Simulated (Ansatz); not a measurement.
Reaction (formal exchange of groups at the Si–O bond): `FCO[SiH2][SeH]` + `NBC(F)F` → `NB[SiH2][SeH]` + `FCOC(F)F`

Calculated with Ansatz (gas phase, PBE0-D4/def2-TZVP geometries, no zero-point term in ΔE). CBS: MP2 limit from def2 TZ/QZ plus the TZ coupled-cluster correction, frozen cores. For Se outer-core shells are correlated without core-valence functions, which leaves a few kJ/mol of doubt a bond. Scalar relativity is left out up to krypton. Each species was taken in one conformer, which may not be the lowest.

```
         species  CCSD(T)/CBS(def2) energy (Eh)
`FCO[SiH2][SeH]`                    -2905.86691
       `NBC(F)F`                     -319.57725
 `NB[SiH2][SeH]`                    -2772.94872
      `FCOC(F)F`                     -452.44638
```

Work out ΔE.

ΔE = (-2772.94872) + (-452.44638) − (-2905.86691) − (-319.57725) = 0.04906 Eh = +1.33 eV.

Largest T1 diagnostic among the species: 0.013.
